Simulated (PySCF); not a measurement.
Static response to an electric field

Compound: H8OS2Si3.
Structure used (GFN2-xTB), in Å, numbered top down from 1:
```xyz
14
H8OS2Si3 angstrom
Si     3.2029    0.5833   -0.4217
O      1.9675    0.0890    0.5251
Si     0.4810   -0.3232    0.9466
S     -0.8153    0.2109   -0.6717
Si    -2.7033   -0.4247    0.1127
S     -4.1649    0.0516   -1.3670
H      2.6663    0.9822   -1.7180
H      3.7868    1.6960    0.3209
H      4.0772   -0.5831   -0.5050
H      0.4221   -1.7654    1.1146
H      0.1126    0.4619    2.1119
H     -3.0077    0.3066    1.3318
H     -2.6972   -1.8623    0.3316
H     -3.3287    0.5766   -2.2485
```

Level: B3LYP/def2-SVPD (PySCF), static field, nuclei fixed, core orbitals frozen in the response. The polarisability tensor in these axes (au):

```
x   156.49   2.22  12.21
y     2.22 102.45  -4.53
z    12.21  -4.53 113.93
```

Task: Diagonalise the tensor; give its mean and Δα, where Δα² is half the sum of the squared differences of the eigenvalues.

Result: Principal values 100.11, 112.99 and 159.76 au; mean 124.29 au = 18.42 Å³ = 20.49 × 10⁻⁴⁰ C²·m²/J; Δα = 54.36 au (44 % of the mean).

Task: What is the dipole moment, and where does it point?

Result: (1.48, -0.15, 0.61) D, 1.61 D in size, pointing from the negative to the positive side. Measured along this direction, the outermost atoms are S6 at the negative end and H9 at the positive end.

Task: Traceless (Buckingham) quadrupole moment about the centre of nuclear charge: eigenvalues?

Result: -4.15, -3.56, 7.71 D·Å. The values depend on the origin, since the dipole doesn't vanish. The electronic extent ⟨r²⟩ about the same centre is 2654 bohr², a root-mean-square distance of 2.87 Å for the 90 electrons.

Task: Refractivity n − 1 of an ideal gas of it at 273.15 K and 1 atm, from the electronic α?

Result: N = p/kT = 2.6868 × 10¹⁹ cm⁻³, so n − 1 = 2π × N × 18.42 × 10⁻²⁴ cm³ = 3109 × 10⁻⁶ at long wavelengths, for an ideal gas.

Task: Find the Langevin capture rate constant for H3+ (3.023 u) meeting this molecule (171.932 u), k = 2.342 × 10⁻⁹ cm³/s × √(α in Å³ / reduced mass in u).

Result: The reduced mass is 2.97 u, so k = 5.83 × 10⁻⁹ cm³/s. The formula leaves out the permanent dipole, which adds to the capture rate.

Isolated species at its GFN2-xTB geometry (one conformer only).
